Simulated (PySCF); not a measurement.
(CdSe)4 cube, Cd4Se4 (singlet state).
Bonds: Cd1–Se2, Cd1–Se4, Cd1–Se6, Se2–Cd3, Se2–Cd7, Cd3–Se4, Cd3–Se8, Se4–Cd5, Cd5–Se6, Cd5–Se8, Se6–Cd7, Cd7–Se8.

Computed by this run: PySCF 2.14.0, PBE0-D3(BJ)/def2-SVP geometry optimisation, gas phase, def2 core potentials past Kr; density fitting, grid level 1; the optimiser is geomeTRIC in internal coordinates, started from a GFN2-xTB structure with every atom displaced at random (about 0.03 Å).

Step 0: E = -279600.3624 eV
```
atom  x, y, z in Å  |  force x, y, z in eV/Å
Cd1    -0.3650   -1.1097    1.7134   -0.176   0.608  -0.626
Se2     2.1034   -1.2030    0.8223    0.323  -0.138   0.037
Cd3     1.3809    1.3712    0.3591    0.075  -0.340  -0.183
Se4    -0.7344    1.6317    1.8008   -0.563  -0.187   0.090
Cd5    -1.6841    0.9199   -0.6893    0.725  -0.196   0.336
Se6    -1.8342   -1.7290   -0.5010    0.106  -0.007   0.049
Cd7     0.6879   -1.2905   -1.4284   -0.344   0.469   0.317
Se8     0.5836    1.3238   -2.1605   -0.145  -0.208  -0.020
```

Step 1: E = -279600.4491 eV
```
atom  x, y, z in Å  |  force x, y, z in eV/Å
Cd1    -0.3708   -1.0873    1.6899   -0.076   0.476  -0.454
Se2     2.1177   -1.2042    0.8159    0.254  -0.115   0.073
Cd3     1.3814    1.3545    0.3522    0.072  -0.267  -0.037
Se4    -0.7613    1.6169    1.7975   -0.399  -0.056   0.089
Cd5    -1.6575    0.9146   -0.6745    0.509  -0.081   0.255
Se6    -1.8248   -1.7143   -0.4937   -0.037  -0.189  -0.016
Cd7     0.6759   -1.2737   -1.4162   -0.228   0.291   0.244
Se8     0.5776    1.3077   -2.1549   -0.094  -0.060  -0.153
```

Step 2: E = -279600.5325 eV
```
atom  x, y, z in Å  |  force x, y, z in eV/Å
Cd1    -0.3806   -1.0336    1.6356    0.105   0.113  -0.072
Se2     2.1574   -1.2115    0.8099    0.043  -0.021   0.098
Cd3     1.3875    1.3160    0.3446    0.069  -0.096   0.148
Se4    -0.8208    1.5946    1.7956    0.010   0.216   0.135
Cd5    -1.5987    0.9086   -0.6389    0.010   0.069  -0.013
Se6    -1.8187   -1.7064   -0.4837   -0.230  -0.383  -0.144
Cd7     0.6486   -1.2391   -1.3889   -0.003  -0.075   0.094
Se8     0.5634    1.2857   -2.1579   -0.005   0.177  -0.247
```

Problem. Estimate the geometry and energy of step 3. (The exact step hangs on the optimiser's Hessian estimate; all steps are aligned on step 2, rigid shifts and turns removed.)

Solution. E = -279600.5493 eV, largest force 0.280 eV/Å
```
atom  x, y, z in Å  |  force x, y, z in eV/Å
Cd1    -0.3797   -1.0243    1.6268    0.068   0.073  -0.069
Se2     2.1663   -1.2139    0.8147   -0.019   0.019   0.072
Cd3     1.3925    1.3095    0.3479    0.027  -0.064   0.107
Se4    -0.8258    1.6027    1.8042    0.089   0.139   0.052
Cd5    -1.5916    0.9100   -0.6350   -0.021   0.014  -0.023
Se6    -1.8273   -1.7238   -0.4904   -0.123  -0.231  -0.100
Cd7     0.6439   -1.2374   -1.3844   -0.007  -0.065   0.075
Se8     0.5599    1.2915   -2.1675   -0.012   0.115  -0.113
```

The energy changes by -0.0168 eV. The first-order estimate −F·Δx gives -0.0204 eV and the mean of the old and new forces, exact on a quadratic surface, -0.0158 eV. The step makes an angle of 30° with the force vector and moves no atom by more than 0.021 Å.

What follows is the cost of the whole optimisation. The run took 26 min wall on an Intel Xeon Platinum 8259CL at 2.50 GHz with one thread, no GPU (shared host), and the process peaked at 2.1 GiB of memory.
